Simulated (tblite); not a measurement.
C4H11F2NSi.
Cartesian coordinates in Å at the GFN2-xTB level; atoms count from 1:
```
atom  x, y, z in Å
C1     3.098    0.168   -0.065
N2     1.722    0.109    0.369
Si3    0.472   -0.509   -0.627
C4    -1.132   -0.253    0.373
C5    -1.390    1.219    0.656
F6    -1.359    1.943   -0.515
C7    -2.303   -0.843   -0.384
F8    -3.436   -0.869    0.404
H9     3.628    0.958    0.469
H10    3.626   -0.777    0.095
H11    3.116    0.390   -1.128
H12    1.655   -0.001    1.371
H13    0.471    0.271   -1.861
H14    0.551   -1.946   -0.957
H15   -1.071   -0.759    1.341
H16   -2.380    1.383    1.096
H17   -0.617    1.644    1.302
H18   -2.547   -0.242   -1.263
H19   -2.114   -1.878   -0.682
```

Computed values, GFN2-xTB/tblite, gas phase, harmonic and unscaled. Errors from tens to a few hundred cm⁻¹ against measured bands are possible. Modes of hydrogen on silicon can be 10 to 20 % off. One conformer, not necessarily the lowest.

Harmonic wavenumbers (cm⁻¹): 35.3, 79.8, 82.1, 104.4, 115.7, 154.7, 193.9, 221.9, 276.2, 284.1, 418.3, 483.1, 489.7, 572.3, 601.3, 735.4, 760.3, 809.8, 830.9, 920.0, 927.4, 983.6, 1007.7, 1062.8, 1104.9, 1108.8, 1125.1, 1161.8, 1182.8, 1215.0, 1237.9, 1297.0, 1329.2, 1343.2, 1356.3, 1422.1, 1451.7, 1458.6, 1490.2, 1499.6, 2155.2, 2302.6, 2923.8, 2937.7, 2953.3, 2960.4, 2965.2, 2975.7, 2986.2, 3045.2, 3428.5.

A = 2870, B = 853.8, C = 740.0 MHz; mass 139.063 u (most abundant isotopes); point group C1, symmetry number 1.

**Question.** What is the zero-point energy?

**Answer.** ½Σν̃ = 32284 cm⁻¹ = 386.20 kJ/mol.

**Question.** Give the ideal-gas entropy at 200 K and 1 bar in the rigid-rotor, harmonic-oscillator model (classical rotation).

**Answer.** Translation 162.10, rotation 118.71, vibration 100.00: S = 380.8 J/(mol K).

**Question.** And Cp and H(200 K) − H(0)?

**Answer.** Cp = 128.96 J/(mol K), of which vibrations give 95.70 (their classical limit is 51 R = 424.0); H(200 K) − H(0) = 17.17 kJ/mol without the zero-point energy, 10.52 from vibrations.

**Question.** Blend soft modes into free rotors: weight 1/[1 + (100 cm⁻¹/ν̃)⁴] for the oscillator and the rest for a rotor with moment μB/(μ + B), μ = h/(8π²ν), B = 10⁻⁴⁴ kg m². What vibrational entropy results?

**Answer.** 92.33 J/(mol K) in place of 100.00, which changes −T·S at 200 K by +1.53 kJ/mol.

**Question.** Which modes carry the vibrational entropy at 200 K?

**Answer.** 35.3 cm⁻¹: 19.73; 79.8 cm⁻¹: 13.04; 82.1 cm⁻¹: 12.81; 104.4 cm⁻¹: 10.89; 115.7 cm⁻¹: 10.08; 154.7 cm⁻¹: 7.84 J/(mol K); the other 45 give 25.60 together.

Hindered rotation and anharmonicity are outside this model. Other conformers, if any are populated, would add a mixing term that is left out. The structure is chiral; the term R ln 2 for an equal mix with its mirror image is left out.
